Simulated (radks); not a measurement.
Values are calculated unless marked as measured or tabulated.
Isoelectronic series with 4 electrons, all held in the configuration [He] 2s2, which need not be the ground one along the series. Code: a radial shooting solver on a logarithmic mesh with Libxc functionals. Model: Dirac Kohn-Sham, PBEsol, spin-unpolarised, spherical densities, point nucleus. Total energies (hartree) and orbital eigenvalues (Ry):

Be: E (hartree) -14.53518; 2s1/2 -0.40742; 1s1/2 -7.75067
F5+: E (hartree) -87.80061; 2s1/2 -10.56577; 1s1/2 -59.90075
Si10+: E (hartree) -223.98370; 2s1/2 -33.33444; 1s1/2 -162.3951
K15+: E (hartree) -423.66198; 2s1/2 -68.80408; 1s1/2 -315.6002
Cr20+: E (hartree) -687.70727; 2s1/2 -117.1650; 1s1/2 -520.1520
Cu25+: E (hartree) -1017.29409; 2s1/2 -178.6808; 1s1/2 -776.9190
Se30+: E (hartree) -1413.92533; 2s1/2 -253.6930; 1s1/2 -1087.018
